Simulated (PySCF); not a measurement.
Isomers of C2H11GeNOSi, from PBE0-D3(BJ)/def2-SVP geometry optimisation, gas phase in PySCF 2.14.0. One conformer each, no zero-point energy, no frequencies.

Question: Which is lower in electronic energy at this level?
A. `[CH3:1][CH2:2][O:3][GeH2:4][NH:5][SiH3:6]` with C1–C2–O3–Ge4 170°, C2–O3–Ge4–N5 -56°, O3–Ge4–N5–Si6 -68°: A = 2333, B = 1114, C = 819.8 MHz, dipole 1.82 D
B. `[CH3:1][N:2]([CH3:3])[SiH2:4][O:5][GeH3:6]` with C1–N2–Si4–O5 81°, N2–Si4–O5–Ge6 15°: A = 2897, B = 997.6, C = 892.0 MHz, dipole 1.91 D

Answer: B. That is `CN(C)[SiH2][O][GeH3]`, 15.3 kcal/mol below the other.

```
               SMILES                               mapped SMILES       E (Eh)  relative (kcal/mol)  relative (kJ/mol)  dipole (D)
 CN(C)[SiH2][O][GeH3]  [CH3:1][N:2]([CH3:3])[SiH2:4][O:5][GeH3:6]  -2578.23660                  0.0                0.0        1.91
CC[O][GeH2][NH][SiH3]   [CH3:1][CH2:2][O:3][GeH2:4][NH:5][SiH3:6]  -2578.21214                 15.3               64.2        1.82
```

As drawn, the lower has an Si–O bond, which the higher lacks; the higher has an N–H bond, which the lower lacks.
